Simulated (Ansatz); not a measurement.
One change: `[NH2][SbH2]` becomes `[NH2][SbH][SiH3]`.

Ansatz, PBE0-D4/def2-TZVP geometries, multiplicity 1. Each molecule was computed in one conformer, which needn't be the lowest.

Elements past krypton have def2 core potentials.

```json
{"property": "HOMO energy (B3LYP/def2-TZVPP) / eV", "`[NH2][SbH2]`": "-7.09"}
{"property": "HOMO–LUMO gap (B3LYP/def2-TZVPP) / eV", "`[NH2][SbH2]`": "6.18"}
{"property": "LUMO energy (ωB97M-V/def2-TZVPP) / eV", "`[NH2][SbH2]`": "0.97"}
{"property": "ideal-gas entropy at 298 K and 1 bar (rigid rotor, harmonic PBE0-D4/def2-TZVP) / J/(mol·K)", "`[NH2][SbH2]`": "278"}
{"property": "HOMO energy (PBE0/def2-TZVPP) / eV", "`[NH2][SbH2]`": "-7.31"}
{"property": "HOMO–LUMO gap (ωB97M-V/def2-TZVPP) / eV", "`[NH2][SbH2]`": "10.42"}
```

(1) What does the change do to each property? (Estimate.)

Results:

(1) The calculation gave: 
```json
{"property": "HOMO energy (B3LYP/def2-TZVPP) / eV", "`[NH2][SbH][SiH3]`": "-6.70", "shift": "0.39"}
{"property": "HOMO–LUMO gap (B3LYP/def2-TZVPP) / eV", "`[NH2][SbH][SiH3]`": "5.57", "shift": "-0.61"}
{"property": "LUMO energy (ωB97M-V/def2-TZVPP) / eV", "`[NH2][SbH][SiH3]`": "0.76", "shift": "-0.21"}
{"property": "ideal-gas entropy at 298 K and 1 bar (rigid rotor, harmonic PBE0-D4/def2-TZVP) / J/(mol·K)", "`[NH2][SbH][SiH3]`": "344", "shift": "66"}
{"property": "HOMO energy (PBE0/def2-TZVPP) / eV", "`[NH2][SbH][SiH3]`": "-6.90", "shift": "0.41"}
{"property": "HOMO–LUMO gap (ωB97M-V/def2-TZVPP) / eV", "`[NH2][SbH][SiH3]`": "9.66", "shift": "-0.76"}
```

With PBE0 the HOMO rises by 0.41 eV and the LUMO falls by 0.26 eV, so the gap narrows by about 0.67 eV. PBE moves the HOMO by 0.18 eV and ωB97M-V by 0.55 eV. The zero-point energy changes by 47.2 kJ/mol with +9 modes.

B3LYP here is the variant with VWN-RPA as its local correlation; programs differ in this.
